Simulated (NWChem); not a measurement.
System: CH3Se2, doublet; SMILES C[Se][Se]

In the optimisation the excess spin sits in a" (Cs, its own frame). This build's default masses of Se (78.918 u) and Br (79.917 u) are each other's, which moves their modes by up to 0.6 %.

### Question
Give the equilibrium geometry at B3LYP/6-31G* (spherical d), spin-unrestricted (NWChem) as an XYZ file, with the point group.

### Answer
point group Cs; any orientation.
```
6

C     -1.3560     1.6980     0.0000
Se     0.4422     0.8539     0.0000
Se    -0.0261    -1.3667     0.0000
H     -1.8937     1.3898     0.8970
H     -1.1981     2.7800     0.0000
H     -1.8937     1.3898    -0.8970
```
